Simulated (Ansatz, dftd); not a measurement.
System: AlH3, charge 0, singlet. AlH3 (SMILES [AlH3]).
B3LYP-D3(BJ)/def2-TZVP minimum from Ansatz (a quantum-chemistry and plane-wave program):
```
Al
H 1 1.5801
H 1 1.5801 2 120.00
H 1 1.5801 2 120.00 3 -180.00
```
Charge 0, spin multiplicity 1.

Property: atomisation energy (electronic, to ground-state atoms), in kcal/mol. Radicals and triplets start from unrestricted determinants; spin-orbit coupling is neglected. Correlated methods leave the cores frozen. Rows without X2C or -DK are non-relativistic. CBS(X,Y): correlation extrapolated as X^-3, Hartree-Fock from the larger set (Q,5: extrapolated as (X+1)exp(-9√X)). A bracket is a step between two methods taken in the basis named. Functionals run without relativity, which enters their misses. '+ core + X2C': CCSD(T) terms for core correlation (cc-pwCVTZ, 1s frozen past Ne) and scalar relativity (cc-pVTZ-DK). Full CI freezes restricted core orbitals, also for open shells; the composite that ends in it estimates full CI at the basis-set limit. Where a partner has so few electrons that a lower coupled-cluster level is exact, that level stands in.

Compared with CCSD(T)/CBS(cc-pV(Q+d)Z,cc-pV(5+d)Z) + [CCSDT(Q) - CCSD(T)]/cc-pV(5+d)Z + [FCI - CCSDT(Q)]/cc-pV(D+d)Z + core + X2C (Ansatz): 212.4 kcal/mol.

Costs are rough ratios of core time, to one figure, on one kind of shared machine, summed over the single points of the molecules; atoms, geometries and frequencies are left out. The first row took roughly 1 core seconds; short runs hold start-up time.

| level | program | cost relative to the first row | difference (kcal/mol) |
|---|---|---|---|
| B3LYP-D3(BJ)/def2-TZVPD | Ansatz + dftd3 | 1 | 1.3 |
| r2SCANh-D4/def2-TZVPD | Ansatz + dftd4 | 1 | -1.0 |
| r2SCAN-D3(BJ)/def2-TZVPD | Ansatz + dftd3 | 1 | -0.8 |
| CCSDT(Q)/cc-pV(D+d)Z | Ansatz | 5 | -12.3 |
| CCSD(T)/CBS(cc-pV(T+d)Z,cc-pV(Q+d)Z) + core + X2C | Ansatz | 30 | 0.6 |
| CCSDTQ/cc-pV(D+d)Z | Ansatz | 30 | -12.3 |
| CCSDT(Q)/cc-pV(T+d)Z | Ansatz | 30 | -2.7 |

The dearest row costs roughly 30 times the first. Costs within a factor of two don't rank. The table holds for this case alone.
